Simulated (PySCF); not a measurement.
C5H9NO.
SMILES with atom numbers: `[CH2:1]=[CH:2][C:3](=[O:4])[N:5]([CH3:6])[CH3:7]` (hydrogens: H8, H9 on C1; H10 on C2; H11, H12, H13 on C6; H14, H15, H16 on C7)

The same species was optimised twice, with GFN2-xTB and with PBE0-D3(BJ)/def2-SVP (PySCF), and the same property calculations (PySCF, gas phase) were run on both structures.

```json
{"coordinate": "C3–N5 (Å)", "GFN2-xTB": "1.358", "PBE0-D3(BJ)/def2-SVP": "1.371", "change": "+0.013"}
{"coordinate": "C1=C2 (Å)", "GFN2-xTB": "1.324", "PBE0-D3(BJ)/def2-SVP": "1.335", "change": "+0.011"}
{"coordinate": "C2–C3 (Å)", "GFN2-xTB": "1.488", "PBE0-D3(BJ)/def2-SVP": "1.496", "change": "+0.008"}
{"coordinate": "N5–C7 (Å)", "GFN2-xTB": "1.444", "PBE0-D3(BJ)/def2-SVP": "1.443", "change": "-0.001"}
{"coordinate": "N5–C6 (Å)", "GFN2-xTB": "1.443", "PBE0-D3(BJ)/def2-SVP": "1.442", "change": "-0.001"}
{"coordinate": "C3=O4 (Å)", "GFN2-xTB": "1.220", "PBE0-D3(BJ)/def2-SVP": "1.220", "change": "0.000"}
{"coordinate": "C1–C2–C3 (°)", "GFN2-xTB": "120.5", "PBE0-D3(BJ)/def2-SVP": "119.3", "change": "-1.2"}
{"coordinate": "C2–C3–O4 (°)", "GFN2-xTB": "121.6", "PBE0-D3(BJ)/def2-SVP": "120.6", "change": "-1.0"}
{"coordinate": "C2–C3–N5 (°)", "GFN2-xTB": "116.5", "PBE0-D3(BJ)/def2-SVP": "117.5", "change": "+1.0"}
{"coordinate": "C3–N5–C7 (°)", "GFN2-xTB": "119.2", "PBE0-D3(BJ)/def2-SVP": "118.4", "change": "-0.8"}
{"coordinate": "C3–N5–C6 (°)", "GFN2-xTB": "124.5", "PBE0-D3(BJ)/def2-SVP": "125.3", "change": "+0.8"}
{"coordinate": "C6–N5–C7 (°)", "GFN2-xTB": "116.2", "PBE0-D3(BJ)/def2-SVP": "116.2", "change": "0.0"}
{"coordinate": "O4–C3–N5 (°)", "GFN2-xTB": "121.9", "PBE0-D3(BJ)/def2-SVP": "121.9", "change": "0.0"}
{"coordinate": "C1–C2–C3–O4 (°)", "GFN2-xTB": "28", "PBE0-D3(BJ)/def2-SVP": "5", "change": "-23"}
{"coordinate": "C2–C3–N5–C6 (°)", "GFN2-xTB": "4", "PBE0-D3(BJ)/def2-SVP": "3", "change": "-1"}
```

Rotational constants: A = 4712, B = 2043, C = 1471 MHz (GFN2-xTB) against A = 4828, B = 1993, C = 1438 MHz (PBE0-D3(BJ)/def2-SVP).

On the GFN2-xTB structure: HOMO (eV) -6.88 [PBE0/pcSseg-1]; LUMO (eV) -0.83 [PBE0/pcSseg-1]; dipole (D) 3.79 [PBE0/pcSseg-1]; GIAO shielding of C1 (ppm) 50.2 [PBE0/pcSseg-1]; GIAO shielding of C2 (ppm) 50.0 [PBE0/pcSseg-1]; GIAO shielding of C3 (ppm) 18.5 [PBE0/pcSseg-1]; GIAO shielding of O4 (ppm) -63.8 [PBE0/pcSseg-1]; GIAO shielding of N5 (ppm) 153.2 [PBE0/pcSseg-1]; GIAO shielding of C6/C7 (mean) (ppm) 150.4 [PBE0/pcSseg-1].

Problem. What do these properties become on the PBE0-D3(BJ)/def2-SVP structure?

Solution. 
| property | level | on GFN2-xTB | on PBE0-D3(BJ)/def2-SVP | change |
| --- | --- | --- | --- | --- |
| HOMO (eV) | PBE0/pcSseg-1 | -6.88 | -6.91 | -0.03 |
| LUMO (eV) | PBE0/pcSseg-1 | -0.83 | -1.00 | -0.17 |
| dipole (D) | PBE0/pcSseg-1 | 3.79 | 3.64 | -0.15 |
| energy, GFN2-xTB geometry as zero (kcal/mol) | PBE0/pcSseg-1 | 0.0 | -0.8 | -0.8 |
| GIAO shielding of C1 (ppm) | PBE0/pcSseg-1 | 50.2 | 43.8 | -6.4 |
| GIAO shielding of C2 (ppm) | PBE0/pcSseg-1 | 50.0 | 53.3 | +3.3 |
| GIAO shielding of C3 (ppm) | PBE0/pcSseg-1 | 18.5 | 19.8 | +1.3 |
| GIAO shielding of O4 (ppm) | PBE0/pcSseg-1 | -63.8 | -47.4 | +16.4 |
| GIAO shielding of N5 (ppm) | PBE0/pcSseg-1 | 153.2 | 149.8 | -3.4 |
| GIAO shielding of C6/C7 (mean) (ppm) | PBE0/pcSseg-1 | 150.4 | 149.7 | -0.7 |

The heavy atoms differ by 0.123 Å rms after alignment. Among bonds between heavy atoms C3–N5 changes most (+0.013 Å). Changes are differences of the printed values. Neither structure is proved a minimum here.

Conformer computed: `[CH2:1]=[CH:2][C:3](=[O:4])[N:5]([CH3:6])[CH3:7]`: C1–C2–C3–O4 5°, C2–C3–N5–C6 3°.
